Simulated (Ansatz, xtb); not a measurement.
System: Sb2 (charge +1, doublet). SMILES of the parent species: [Sb]#[Sb]
Coordinates optimised at B3LYP-D3(BJ)/def2-TZVP (Ansatz, a quantum-chemistry and plane-wave program):
```xyz
2

Sb     0.0000     0.0000    -1.2967
Sb     0.0000     0.0000     1.2967
```
Charge +1, spin multiplicity 2.

Harmonic wavenumbers from GFN2-xTB (xtb, at its own minimum), cm⁻¹: 214.

Give the harmonic wavenumbers at B3LYP-D3(BJ)/def2-TZVP (Ansatz, finite differences of forces, unscaled).

250 cm⁻¹. Zero-point energy 0.4 kcal/mol.

From these and the geometry, give the ideal-gas thermochemistry at 298.15 K and 1 atm (rigid rotor, harmonic oscillator).

Point group D∞h, rotational symmetry number 2. Rotational constants 1.234, 1.234 GHz. S(trans) 42.37, S(rot) 17.55, S(vib) 1.73, S(elec, spin only) 1.38, S 63.0 cal/(mol K). H(298) - H(0) 2.38 kcal/mol; G - E(el) -16.1 kcal/mol.
